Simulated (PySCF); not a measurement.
pent-1-en-4-yne (C5H6), SMILES C#CCC=C.

Coordinates come from a B3LYP-D3(BJ)/def2-SVP optimisation. The values are those of a single conformer.

These are TDDFT-PBE/def2-SVPD in PySCF values and carry that method's errors.

Vertical excitations. 

Q: Estimate the UV-visible absorptions. (Estimate from the structure and the level; the computed values follow.)

A: 
```
state  energy (eV)  λ (nm)      f                                                                   main pairs
-----  -----------  ------  -----  ---------------------------------------------------------------------------
S1            5.51     225  0.002                                             HOMO−1→LUMO 55 %, HOMO→LUMO 38 %
S2            5.66     219  0.033                           HOMO−1→LUMO 40 %, HOMO→LUMO 29 %, HOMO−2→LUMO 28 %
S3            6.51     190  0.031                          HOMO→LUMO+2 42 %, HOMO→LUMO+1 39 %, HOMO−2→LUMO 9 %
S4            6.62     187  0.016   HOMO−1→LUMO+1 29 %, HOMO→LUMO+2 26 %, HOMO→LUMO+1 17 %, HOMO−1→LUMO+2 13 %
S5            6.68     185  0.011   HOMO−1→LUMO+1 58 %, HOMO→LUMO+1 12 %, HOMO−1→LUMO+2 12 %, HOMO→LUMO+2 12 %
S6            6.80     182  0.023    HOMO→LUMO+3 30 %, HOMO−2→LUMO+1 26 %, HOMO−1→LUMO+2 15 %, HOMO−2→LUMO 7 %
S7            6.88     180  0.005  HOMO−2→LUMO+2 31 %, HOMO−1→LUMO+3 26 %, HOMO−1→LUMO+2 25 %, HOMO→LUMO+3 8 %
S8            6.93     179  0.011                      HOMO→LUMO+3 55 %, HOMO−2→LUMO+2 25 %, HOMO−2→LUMO+1 9 %
S9            7.04     176  0.001                   HOMO−1→LUMO+3 50 %, HOMO−2→LUMO+2 32 %, HOMO−2→LUMO+1 12 %
S10           7.23     171  0.024                                                           HOMO−2→LUMO+3 84 %
T1            4.47     277      0                                             HOMO→LUMO 55 %, HOMO−2→LUMO 37 %
T2            5.20     238      0     HOMO−1→LUMO 37 %, HOMO−2→LUMO 19 %, HOMO−1→LUMO+2 12 %, HOMO→LUMO+1 10 %
T3            5.39     230      0                           HOMO−1→LUMO 41 %, HOMO→LUMO 30 %, HOMO−2→LUMO 18 %
T4            5.62     221      0     HOMO−1→LUMO+2 25 %, HOMO→LUMO+2 19 %, HOMO−2→LUMO 16 %, HOMO→LUMO+1 11 %
```
Triplets are in the Tamm–Dancoff approximation, which puts them higher than full response would, so one can lie above its singlet here.
